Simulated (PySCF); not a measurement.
Electrostatic solvation of a mixed set.

All values: CAM-B3LYP/def2-SVPD (PySCF, non-relativistic), each on one gas-phase PBE0-D3(BJ)/def2-SVP geometry that isn't relaxed in the solvent. The solvent is an IEF-PCM continuum (Bondi radii, 1.10 Å for H, scaled by 1.2). The model holds no explicit solvent molecules, cavitation or dispersion.

Problem. Order them by E(solvent) − E(gas) in chloroform (ε = 4.711), most negative first (kcal/mol).
A. `[CH2:1]=[CH:2][S:3][CH2:4][CH2:5][CH3:6]` with C1–C2–S3–C4 3°, C2–S3–C4–C5 78°, S3–C4–C5–C6 65°
B. `[CH3:1][CH2:2][CH2:3][C:4]([CH3:5])=[S:6]` with C1–C2–C3–C4 -177°, C2–C3–C4–C5 -75°
C. `[BH3-][PH+](F)F`

Solution. C (-3.5), B (-3.0), A (-2.3).

```tsv
SMILES	charge	ΔE (kcal/mol)	polarisation term (kcal/mol)	HOMO shift (eV)	dipole gas (D)	dipole solvent (D)	atoms	lowest singlet, gas (eV)	lowest singlet, solvent (eV)
[BH3-][PH+](F)F	0	-3.5	-4.1	+0.13	2.48	3.12	8	7.46	7.58
CCCC(C)=S	0	-3.0	-3.6	-0.16	3.07	4.06	16	2.55	2.67
C=CSCCC	0	-2.3	-2.5	-0.02	1.29	1.70	16	5.62	5.61
```

The polarisation term is half the interaction of the solute with the induced surface charges. Singlets are vertical TDDFT energies (frozen core, non-equilibrium response), the lowest in each medium.
